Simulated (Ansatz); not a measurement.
Basis-set series for `[NH]=[Ta]([NH2])([NH2])[NH2]`. The species carries charge 0 and has multiplicity 1. Ta: def2 effective core potential. The geometry is a stationary point of PBE0-D4/def2-TZVP. It is one conformer, not always the lowest.

| atom | x (Å) | y (Å) | z (Å) |
| --- | --- | --- | --- |
| N1 | -1.158 | -0.159 | 1.568 |
| Ta2 | -0.109 | -0.015 | 0.147 |
| N3 | -1.235 | 0.420 | -1.445 |
| N4 | 0.838 | -1.752 | -0.136 |
| N5 | 1.217 | 1.445 | 0.471 |
| H6 | -1.753 | -0.240 | 2.373 |
| H7 | -0.992 | 0.173 | -2.394 |
| H8 | -2.193 | 0.730 | -1.412 |
| H9 | 1.739 | -1.839 | -0.584 |
| H10 | 0.595 | -2.625 | 0.306 |
| H11 | 1.646 | 1.994 | -0.260 |
| H12 | 1.405 | 1.869 | 1.366 |

```tsv
functional	basis	functions	energy (Eh)	HOMO (eV)	LUMO (eV)
PBE0-D4	def2-SVP	123	-279.94414	-6.59	0.43
PBE0-D4	def2-TZVPP	278	-280.23159	-6.77	0.21
ωB97M-V	def2-SVP	123	-280.01802	-8.90	1.73
ωB97M-V	def2-TZVPP	278	-280.31648	-9.08	1.41
```

Q: Give the rows for def2-QZVPP. (Best estimate.)

A: Computed: 
| functional | basis | functions | energy (Eh) | HOMO (eV) | LUMO (eV) |
| --- | --- | --- | --- | --- | --- |
| PBE0-D4 | def2-QZVPP | 519 | -280.24648 | -6.85 | -0.16 |
| ωB97M-V | def2-QZVPP | 519 | -280.33060 | -9.16 | 0.74 |

Positive LUMOs are unbound and depend on the basis.
